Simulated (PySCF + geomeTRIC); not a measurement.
Species: H2ClO2Si, SMILES `O[Si](O)Cl` (H–O–Si–Cl torsion 103°, Cl–Si–O–H torsion 43°) (charge 0, multiplicity 2).

Q: Give a relaxed geometry from M06-2X/def2-TZVP (PySCF + geomeTRIC).

A: This is not unique; one that fits is the end point of this relaxation, one of several conformers (outside a Z-matrix the atoms follow the SMILES, hydrogens last).
Bonds (Å): O1–Si2 1.625, O1–H5 0.962, Si2–O3 1.637, Si2–Cl4 2.071, O3–H6 0.960. Angles (°): Si2–O1–H5 118.0, O1–Si2–O3 106.4, O1–Si2–Cl4 111.4, O3–Si2–Cl4 108.8, Si2–O3–H6 118.9.
